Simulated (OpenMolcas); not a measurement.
Levels of F3+ by method

* Program: OpenMolcas
* Basis: ANO-L-VTZP [4s3p2d1f]
* Scalar Hamiltonian: non-relativistic, point nucleus
* Active space: 4 electrons in 4 orbitals (2s 2p)
* State averaging: 2S+1 = 3 even, 3 roots; 2S+1 = 1 even, 6 roots; 2S+1 = 5 odd, 1 root; 2S+1 = 3 odd, 9 roots; 2S+1 = 1 odd, 8 roots
* Spin-orbit coupling: state interaction with AMFI integrals over the reference wave functions, term energies averaged over their components

Methods on the same reference wave functions:
A. CASSCF
B. SS-CASPT2, IPEA 0.25 Eh, imaginary shift 0.1 Eh (closed shells correlated: 1s)

Energies in cm-1 above 2s2 2p2 3P0, the measured ground level; measured values from Moore, Atomic Energy Levels, vol. I, NSRDS-NBS 35 (1971 reprint of NBS Circular 467, 1949).

| Level | A | B | Measured |
| --- | --- | --- | --- |
| 2s2 2p2 3P0 | 0.0 | 0.0 | 0.0 |
| 2s2 2p2 3P1 | 222 | 222 | 225 |
| 2s2 2p2 3P2 | 648 | 648 | 613 |
| 2s2 2p2 1D2 | 27712 | 25710 | 25241 |
| 2s2 2p2 1S0 | 50714 | 53670 | 53544 |
| 2s 2p3 5S* 2 | 62564 | 71200 |  |
| 2s 2p3 3D* 2 | 150412 | 146160 | 147889 |
| 2s 2p3 3D* 1 | 150413 | 146160 | 147902 |
| 2s 2p3 3D* 3 | 150417 | 146160 | 147842 |
| 2s 2p3 3P* 0 | 177262 | 174760 |  |
| 2s 2p3 3P* 1 | 177264 | 174760 | 175242 |
| 2s 2p3 3P* 2 | 177268 | 174760 | 175237 |
| 2s 2p3 1D* 2 | 243107 | 229880 |  |
| 2s 2p3 3S* 1 | 250169 | 239320 |  |
| 2s 2p3 1P* 1 | 269807 | 258270 | 257390 |

Deviations, from unrounded energies. A percentage is the sum of absolute deviations over the sum of measured energies, with the sign that they share, or ± where signs differ.

```json
{"Against measurement": "mean absolute deviation (cm-1)", "Levels": "10", "A": "2900", "B": "760"}
{"Against measurement": "fine structure of the ground term (%)", "Levels": "2", "A": "±4.5", "B": "±4.5"}
{"Against measurement": "other terms of the ground configuration (%)", "Levels": "2", "A": "±6.7", "B": "+0.8"}
{"Against measurement": "other configurations (%)", "Levels": "6", "A": "+2.3", "B": "±0.7"}
```

B lies closest to measurement on these levels. The largest miss of B in the table is 2s 2p3 3D* 1, by -1700 cm-1. The ranking rests on the paired levels alone, and a cruder setting can come out closer through cancelling errors.

From A to B the spin-free energies of the other terms of 2s2 2p2 shown, above 3P, scale by factors of 0.93 to 1.06.

The lowest spin-free term lies below A's lowest term by 0.072 hartree in B.

Term energies are means over components that CASPT2 splits; among the terms shown or strongly mixed into the levels shown the widest spread is 200 cm-1 (2s 2p3 1D*, B). Computed and measured levels are paired by configuration, term and J; levels that our copy of the source lacks, or whose pairing is in doubt (as where it misses far off the trend of its configuration), stay unpaired and out of the deviations. Only configurations of the active space appear.

* marks odd parity.
